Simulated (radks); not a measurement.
Values are calculated unless marked as measured or tabulated.
Zr2.25+, configuration [Kr] 5s(up 0.5, down 0.5) 4d(up 0.5, down 0.25) (fractional occupations, a model configuration). Level of theory: scalar-relativistic Kohn-Sham, PBE, spin-polarised, spherical densities, finite nucleus; Fermi nuclear charge, rms radius 4.2694 fm (a radial shooting solver on a logarithmic mesh with Libxc functionals).

X-ray form factor f0, the Fourier transform of the density (f0(0) = 37.75):

sin(theta)/lambda (1/angstrom)  f0 (electrons)
0.05                                    37.151
0.1                                     35.581
0.15                                    33.508
0.2                                     31.308
0.25                                    29.165
0.3                                     27.157
0.4                                     23.672
0.5                                     20.907
0.6                                     18.669
0.8                                     14.969
1                                       11.881
1.25                                     9.020
1.5                                      7.248
2                                        5.553
